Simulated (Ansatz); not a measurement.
Computed with Ansatz on PBE0-D4/def2-TZVP structures; ΔE is electronic, products minus reactants. CCSD(T)/CBS is the MP2 limit (def2-TZVPP, def2-QZVPP) plus CCSD(T) − MP2 in def2-TZVPP, frozen cores. This one scheme is used for every species. DFT in def2-TZVPP. B3LYP here is the variant with VWN-RPA as its local correlation; programs differ in this. Each species was taken in one conformer, which may not be the lowest.

Consider the cleavage of the Si–Si bond: `C[SiH2][SiH](O)Cl` + `O[SiH](O)O` → `O[SiH](O)O[SiH](O)Cl` + `C[SiH3]`.

```
             level  ΔE (kJ/mol)  difference from CCSD(T)/CBS
           PBE0-D4       -126.4                         15.9
           ωB97M-V       -145.7                         -3.4
            B2PLYP       -145.1                         -2.8
               PBE       -115.6                         26.7
              PBE0       -125.1                         17.2
             B3LYP       -139.9                          2.4
     HF/def2-TZVPP       -164.8                        -22.5
    MP2/def2-TZVPP       -148.1                         -5.8
SCS-MP2/def2-TZVPP       -150.7                         -8.4
   CCSD/def2-TZVPP       -146.2                         -3.9
     HF/def2-QZVPP       -167.6                        -25.3
    MP2/def2-QZVPP       -148.4                         -6.1
SCS-MP2/def2-QZVPP       -150.8                         -8.5
      HF/CBS(def2)       -168.0                        -25.7
     MP2/CBS(def2)       -146.8                         -4.5
    CCSD/CBS(def2)       -145.0                         -2.7
       CCSD(T)/CBS       -142.3                            0
```

Largest T1 diagnostic among the species: 0.011.

In def2-TZVPP, CCSD(T) changes the Hartree–Fock value by +21.2 kJ/mol (the triples alone add +2.6 kJ/mol) and MP2 by +16.7 kJ/mol. From PBE to PBE0 (25 % exact exchange), in def2-TZVPP and without D4, ΔE moves by −9.5 kJ/mol.
